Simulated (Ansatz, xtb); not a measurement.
# Relaxing a trial structure of CH2BrFSn

The starting geometry of this gas-phase singlet was built from a drawn formula by distance geometry and a force field; its bonds are those of `F[C][SnH2][Br]`.

```xyz
6

C    -1.9469    1.4644   -3.0451
Br   -1.0741   -1.8306   -1.3843
F    -1.3344    0.9967   -4.2084
Sn   -0.9643    0.6978   -1.3253
H    -1.7217    1.2983    0.1220
H     0.7039    1.2296   -1.3871
```

Predict what becomes of its bonds when it is optimised with r2SCAN-D4/def2-SVP.

It keeps its bonds, and is `F[C][SnH2][Br]`.

The energy falls by 0.41 eV over 12 steps:

```json
{"step": "1", "E − E(last) (eV)": "0.408"}
{"step": "2", "E − E(last) (eV)": "0.250"}
{"step": "3", "E − E(last) (eV)": "0.191"}
{"step": "5", "E − E(last) (eV)": "0.061"}
{"step": "6", "E − E(last) (eV)": "0.030"}
{"step": "7", "E − E(last) (eV)": "0.028"}
{"step": "8", "E − E(last) (eV)": "0.014"}
{"step": "10", "E − E(last) (eV)": "0.001"}
{"step": "11", "E − E(last) (eV)": "0.000"}
{"step": "12", "E − E(last) (eV)": "0.000"}
```

Final geometry (Å):

```xyz
6

C    -1.5892    1.7228   -3.2652
Br   -0.8984   -1.8126   -1.3924
F    -1.9288    0.8288   -4.1300
Sn   -0.8549    0.7115   -1.3489
H    -1.8391    1.2170   -0.0315
H     0.7728    1.1887   -1.0601
```

From the same start GFN2-xTB ends elsewhere, differing in C1–Br2 (1.94 against 4.06 Å here).

No frequencies were run, so the end isn't proven a minimum. Atoms past krypton carry core potentials, without spin–orbit terms. Run with Ansatz 0.2.0, 110 s on 1 thread of AMD EPYC (Zen 3), with other jobs on the host.
